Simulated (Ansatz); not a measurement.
`BN[SiH](O)F` + H–F → `BN[SiH](F)F` + H₂O at 600 K and 1 bar (ligand exchange at the Si–O bond).

Gas-phase electronic energies from Ansatz, PBE0-D4/def2-TZVP geometries. CBS: MP2 limit from def2 TZ/QZ plus the TZ coupled-cluster correction, frozen cores. This one scheme is used for every species. Each species was taken in one conformer, which may not be the lowest.

```
      species  CCSD(T)/CBS energy (Eh)  H − E (kJ/mol)  S (J/(mol·K))
`BN[SiH](O)F`               -546.73995           232.3          433.2
          H–F               -100.39570            42.3          194.0
`BN[SiH](F)F`               -570.77155           197.5          419.0
          H₂O                -76.37941            76.8          212.8
```

H − E and S are ideal-gas, rigid-rotor, harmonic terms from PBE0-D4/def2-TZVP, for one conformer and one mirror image of each species. 1 Eh = 2625.50 kJ/mol, R = 8.31446 J/(mol·K).

Q: By hand: ΔE, ΔH, ΔS and ΔG.

A: ΔE = (-570.77155) + (-76.37941) − (-546.73995) − (-100.39570) = -0.01531 Eh = -40.2 kJ/mol. Δ(H − E) = 197.5 + 76.8 − 232.3 − 42.3 = -0.3, so ΔH = -40.5 kJ/mol. ΔS = 419.0 + 212.8 − 433.2 − 194.0 = 4.6 J/(mol·K). ΔG = -40.5 − 600 × (4.6)/1000 = -43.3 kJ/mol.

Q: By hand: the equilibrium constant, and the temperature at which ΔG would vanish if ΔH and ΔS stayed fixed.

A: log₁₀ K = −ΔG/(RT ln 10) = 3.8. ΔH and −TΔS have one sign here, so there is no such temperature. One of them is within its doubt of zero, so this could turn.

The number of gas molecules stays the same, so ΔS is small and ΔH decides. A doubt of 5 kJ/mol in ΔE shifts log₁₀ K by 0.4 here. Other conformers and mirror images would add mixing entropy, several J/(mol·K) or more a flexible species. Modes under 60 cm⁻¹, often nearly free rotors, make the harmonic entropy too high. These are equilibria of isolated gas molecules and say nothing of rates. Largest T1 diagnostic: 0.012 (customary marks: 0.02 for closed shells, 0.045 for open ones).
